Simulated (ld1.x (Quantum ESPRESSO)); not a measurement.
## Configuration tests for nickel (TM)

| Property | Result |
| --- | --- |
| Element | Ni (Z = 28) |
| Generator | ld1.x (Quantum ESPRESSO) 7.5 |
| Type | norm-conserving Troullier–Martins (Kleinman–Bylander form) |
| Functional | PBEsol |
| Relativity | scalar-relativistic |
| Frozen core | [Ar] |
| Valence charge | 10 |
| Reference configuration | 3d8 4s1 4p0 (charge +1) |
| Partial waves | 4p (bound, empty): rc 1.98 bohr; 3d (bound): rc 0.90 bohr; 4s (bound): rc 1.50 bohr |
| Local potential | the s channel |
| Core correction | a·sin(br)/r model core, default radius (core density twice the valence density) |

Energies are relative to the spin-unpolarised reference configuration 3d8 4s1 4p0; without spin polarisation the order of configurations can differ from experiment.

```json
{"valence configuration": "3d8 4s2 4p0", "charge": "0", "ΔE all-electron (eV)": "-9.337", "error AE − PS (meV)": "-2.8"}
{"valence configuration": "3d8 4s0 4p0", "charge": "+2", "ΔE all-electron (eV)": "17.261", "error AE − PS (meV)": "-14"}
{"valence configuration": "3d8 4s1 4p1", "charge": "0", "ΔE all-electron (eV)": "-4.706", "error AE − PS (meV)": "-2.2"}
{"valence configuration": "3d9 4s1 4p0", "charge": "0", "ΔE all-electron (eV)": "-10.945", "error AE − PS (meV)": "-192"}
{"valence configuration": "3d7 4s2 4p1", "charge": "0", "ΔE all-electron (eV)": "1.242", "error AE − PS (meV)": "-515"}
{"valence configuration": "3d8 4s0 4p1", "charge": "+1", "ΔE all-electron (eV)": "5.713", "error AE − PS (meV)": "-1.2"}
```

(1) What are ΔE and the potential's error for 3d7 4s0 4p0?

Levels in the configuration 3d8 4s0 4p1:

```
level  all-electron (eV)  pseudo (eV)
   3d            -19.543      -19.578
   4p             -8.388       -8.390
```

Note: ghost state, extra bound levels that the all-electron valence spectrum of the same l lacks: p at -1265.2 eV. A true bound ghost makes a file unfit for plane-wave use.

Results:

(1) ΔE = 54.697 eV all-electron; the error (AE − PS) is -546 meV.
